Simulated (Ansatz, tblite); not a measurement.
Forces on the cluster As₂S at its PBE0-D4/def2-TZVP geometry. The state is a singlet with charge 0.

The xTB rows come from tblite. The restricted singlet is unstable towards broken spin symmetry in Hartree–Fock (as tested in another run); at PBE-D4/def2-TZVP this wasn't settled. Another isomer (triplet) lies 0.75 eV lower at PBE0-D4/def2-TZVP; other spin states weren't run for this one.

GFN1-xTB (tblite), largest force 0.43 eV/Å:

```xyz
3
positions Å, forces eV/Å
As   -0.019   -0.003   -0.020    0.275    0.064    0.318
As    1.329    0.318    1.552   -0.277   -0.065   -0.322
S    -1.310   -0.314   -1.533    0.002    0.001    0.004
```

GFN2-xTB (tblite), largest force 1.01 eV/Å:

```
As 0.326 0.079 0.383
As 0.324 0.077 0.378
S -0.650 -0.156 -0.761
```

PBE-D4/def2-TZVP (Ansatz), largest force 0.78 eV/Å:

```
As -0.109 -0.027 -0.129
As 0.502 0.120 0.587
S -0.393 -0.094 -0.458
```
